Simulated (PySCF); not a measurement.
Isomers of C4H12Si2, one conformer each. Computed with core-valence-separated Tamm–Dancoff BHandHLYP/aug-pcX-1 (pcseg-1 on H, def2-SVPD on Si) in PySCF, non-relativistic, gas phase, PBE0-D3(BJ)/def2-SVP geometry. Absolute energies from this functional tend to lie a few eV below measured edges; no shift was applied.

P. `C=C[SiH2]CC[SiH3]`
Q. `CC1C[SiH2][SiH2]C1`
R. `[SiH3]C[SiH2]C1CC1`

Main lines, eV (oscillator strength):
1. C K: 285.1 (0.023), 285.2 (0.010), 285.7 (0.041), 285.8 (0.062), 285.8 (0.022)
2. C K: 282.1 (0.054), 282.3 (0.065), 285.4 (0.011), 285.6 (0.014), 285.8 (0.019)
3. C K: 285.5 (0.015), 285.6 (0.030), 285.8 (0.017), 285.8 (0.025), 286.0 (0.008)
Listed: the first five lines at most of each edge with a tenth or more of its strongest line's intensity; roots within 0.03 eV on the same or equivalent atoms are summed. Only the lowest roots were sought, and the top ones are left out.

Question: Which spectrum belongs to which isomer?

Answer: 1 = Q, 2 = P, 3 = R.
- P: first C line listed at 282.1 eV, hole on the alkene CH carbon (1s→π*).
- Q: first C line listed at 285.1 eV, hole on the sp3 carbon bound to silicon.
- R: first C line listed at 285.5 eV, hole on the sp3 carbon bound to silicon.

Question: What are the ground-state energies of the isomers at BHandHLYP/aug-pcX-1 (pcseg-1 on H, def2-SVPD on Si), relative to the lowest?

Answer: P 80.6, Q 0.0, R 78.8 kJ/mol (electronic energies on these geometries, no dispersion or zero-point terms).
